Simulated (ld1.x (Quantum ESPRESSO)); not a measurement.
**An all-electron radial function and its pseudo partner (Ni (Z = 28))**

Columns: radius, all-electron u(r) and pseudo u(r) of the 3d shell (level -8.87 eV) of nickel in the configuration [Ne] 3s2 3p6 3d8 4s2 4p0; PBE, scalar-relativistic, TM semilocal scheme, ld1.x (Quantum ESPRESSO) 7.5.

```tsv
r (bohr)	all-electron	pseudo
0.105	0.1047	0.0138
0.210	0.3897	0.1012
0.315	0.6673	0.2939
0.420	0.8567	0.5621
0.525	0.9549	0.8308
0.630	0.9819	1.0229
0.735	0.9626	1.1009
0.840	0.9169	1.0756
0.945	0.8579	0.9871
1.050	0.7939	0.8767
1.155	0.7296	0.7717
1.260	0.6677	0.6838
1.365	0.6094	0.6134
1.470	0.5553	0.5558
1.575	0.5057	0.5057
1.680	0.4604	0.4604
1.785	0.4192	0.4192
1.890	0.3817	0.3817
1.995	0.3478	0.3478
2.100	0.3170	0.3170
2.205	0.2890	0.2890
2.310	0.2637	0.2637
2.415	0.2406	0.2406
2.520	0.2196	0.2196
2.625	0.2005	0.2005
2.730	0.1831	0.1831
```

Task: How many radial nodes do the two functions have?

Result: The all-electron 3d function has n − l − 1 = 0; the pseudo-wave has 0.

Task: At about which radius was the pseudo-wave matched?

Result: 1.65 bohr. The columns agree to 0.0005 from 1.47 bohr on; several derivatives are matched, so the curves merge somewhat inside the radius.

Task: Is the pseudo-wave norm-conserving?

Result: Yes: the TM semilocal scheme keeps the norm inside the radius equal to the all-electron one, which fixes the energy derivative of the logarithmic derivative at the level.
